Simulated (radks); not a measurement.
Results of a calculation; reference values are marked as such.
Question: Species: As2+. Configuration: [Ar] 3d10 4s2 4p1. Level of theory: scalar-relativistic Kohn-Sham, PBE, spin-polarised, spherical densities, finite nucleus; open shells are filled with parallel spins first; Fermi nuclear charge, rms radius 4.0968 fm (a radial shooting solver on a logarithmic mesh with Libxc functionals). Some entries of the table are withheld. Estimate them.

orbital,occ.,eigenvalue (hartree),<1/r> (bohr^-1)
1s up,1,-431.4755,33.47
1s down,1,-431.4735,33.47
2s up,1,-55.42428,7.369
2s down,1,-55.42349,7.369
2p up,3,-48.69746,7.221
2p down,3,-48.69577,7.221
3s up,1,-7.77827,2.385
3s down,1,-7.77567,2.385
3p up,3,-5.69740,2.232
3p down,3,-5.69433,2.232
3d up,5,-2.27726,1.910
3d down,5,-2.27221,1.914
4s up,1,(1),0.7259
4s down,1,(2),0.7299
4p up,1,(3),0.6057
4p down,0,(4),0.6047
5s up,0,-0.40065,0.3051
4d up,0,-0.37905,0.3794

Answer: 
(1) 4s up eigenvalue (hartree): -1.24812
(2) 4s down eigenvalue (hartree): -1.20584
(3) 4p up eigenvalue (hartree): -0.85243
(4) 4p down eigenvalue (hartree): -0.80885
